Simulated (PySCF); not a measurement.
Structure problem from calculated spectra and properties.

Formula: C5H11NO2Si2.

* Rotational structure: rotational constants A, B, C: 1.415, 0.626, 0.509 GHz [GFN2-xTB]
* 1H NMR: chemical shifts (computed TMS as zero) by class: 7.75 (1 H), 7.24 (1 H), 6.77 (1 H), 5.44 (1 H), 5.16 (3 H), 2.94 (3 H), 0.38 (1 H) ppm [GIAO PBE0/pcSseg-1]
* 13C NMR: chemical shifts (computed TMS as zero) by class: 160.3 (1 C), 152.5 (1 C), 127.4 (1 C), 116.6 (1 C), 30.0 (1 C) ppm [GIAO PBE0/pcSseg-1]
* NMR, other nuclei: isotropic shieldings of nuclei other than C and H, by class: 233 (1 N), 14 (1 O), 303 (1 O), 393 (1 Si), 396 (1 Si) ppm [GIAO PBE0/pcSseg-1]
* Dipole: 1.65 D [PBE0/pcSseg-1]

Electronic properties: PySCF, gas phase, density fitting. Levels stand in brackets. The structure is a single GFN2-xTB conformer in the gas phase; no vibrational or solvent corrections. Each NMR value is the plain mean over a class of atoms that symmetry, rotation or inversion makes alike.

**Question.** Give a SMILES that accounts for the data.

**Answer.** Numbering: `[CH3:1][NH:2][Si@H:3]([O:4][SiH3:5])[c:6]1[cH:7][cH:8][cH:9][o:10]1`. Its formula, C5H11NO2Si2, gives 3 degrees of unsaturation: 1 ring and 2 π bonds in the structure found (Kekulé form). 5 carbons fall into 5 classes; from least to most shielded: substituted aromatic carbon [C6] (160.3 ppm), aromatic CH next to a ring oxygen [C9] (152.5 ppm), aromatic CH carbon [C7] (127.4 ppm), aromatic CH carbon [C8] (116.6 ppm), N-methyl carbon [C1] (30.0 ppm). Hydrogen classes from least to most shielded: 1 H on an aromatic CH next to a ring oxygen, C9 (7.75 ppm), 1 H on an aromatic CH carbon, C7 (7.24 ppm), 1 H on an aromatic CH carbon, C8 (6.77 ppm), 1 H on an oxygen-bound silicon, Si3 (5.44 ppm), 3 H on an oxygen-bound silicon, Si5 (5.16 ppm), 3 H on an N-methyl carbon, C1 (2.94 ppm), 1 H on a silicon-bound nitrogen, N2 (0.38 ppm). The other shieldings belong to: 233 ppm, silicon-bound nitrogen [N2]; 14 ppm, furan-type oxygen [O10]; 303 ppm, siloxane oxygen [O4]; 393 ppm, oxygen-bound silicon [Si3]; 396 ppm, oxygen-bound silicon [Si5]. The optimised geometry has point group C1 and is an asymmetric top. Structure: `CN[Si@H](O[SiH3])c1ccco1`. Computed isomers that give other values at the same levels: `CO[SiH2][Si@H](O)n1cccc1` (13C chemical shifts (computed TMS as zero) by class: 123.2 (2 C), 117.3 (2 C), 56.8 (1 C) ppm); `CO[Si@@H]1CC[C@H](C#N)[SiH2]O1` (13C chemical shifts (computed TMS as zero) by class: 123.7 (1 C), 52.3 (1 C), 27.4 (1 C), 17.1 (1 C), 15.2 (1 C) ppm); `CO[Si@@H]1CC[C@@H](C#N)[SiH2]O1` (13C chemical shifts (computed TMS as zero) by class: 123.7 (1 C), 52.7 (1 C), 27.2 (1 C), 17.1 (1 C), 15.1 (1 C) ppm). The assignments are read from this structure; whether some other isomer fits the data as well wasn't checked. The mirror image fits equally.

Conformer computed: `[CH3:1][NH:2][Si@H:3]([O:4][SiH3:5])[c:6]1[cH:7][cH:8][cH:9][o:10]1`: C1–N2–Si3–O4 -48°, N2–Si3–O4–Si5 -68°, N2–Si3–C6–C7 53°.
